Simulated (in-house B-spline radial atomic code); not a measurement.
## Excitations of As5+ by several methods

Full response, energies in eV; labels give the largest channel, * marks a mixed state, a dash one above the method's threshold, and an imaginary frequency an unstable closed-shell reference. Computed with a B-spline radial code for spherical atoms: linear response of the closed shell [Ar] 3d10 with each method's own kernel (bare exchange for TDHF, static screening on G0W0 levels for BSE, the adiabatic kernel for functionals); non-relativistic, point nucleus, no spin-orbit coupling, no double excitations, S, P, D and F terms only. Only terms of natural parity with L up to 3 were computed.

Without relativity these are model numbers for so heavy an element.

```tsv
method	3d → 4s 3D	3d → 4s 1D	3d → 4p 3P	α (bohr³)
TDHF	44.62	45.52	56.73	0.4979
BSE on G0W0@HF	43.22	44.02	55.55	0.4948
LDA VWN5	38.92	39.54	51.33	0.5498
PBE	38.43	39.12	50.76	0.5505
PBE0	40.26	40.99	52.59	0.5338
B3LYP (VWN-RPA)	39.25	40.05	51.51	0.5402
CAM-B3LYP	?	?	?	?
LC-wPBE	38.64	39.33	50.91	0.5486
wB97X	41.20	41.69	53.46	0.5361
HSE06	40.17	40.90	52.52	0.5351
BHandHLYP	41.05	41.92	53.24	0.5229
BLYP	37.66	38.47	49.88	0.5545
PBEsol	38.77	39.46	51.08	0.5492
BP86	39.12	39.75	51.53	0.5487
LDA exchange-only	38.00	38.77	50.16	0.5582
B97-1	?	?	?	?
RPBE	38.27	38.96	50.57	0.5501
OLYP	38.34	39.12	50.40	0.5397
```

Q: What does B97-1 give?

A: 3d → 4s 3D: 40.27; 3d → 4s 1D: 40.79; 3d → 4p 3P: 52.70; α: 0.5355 (eV, bohr³).

Q: What does CAM-B3LYP give?

A: 3d → 4s 3D: 39.10; 3d → 4s 1D: 39.89; 3d → 4p 3P: 51.31; α: 0.5413 (eV, bohr³).
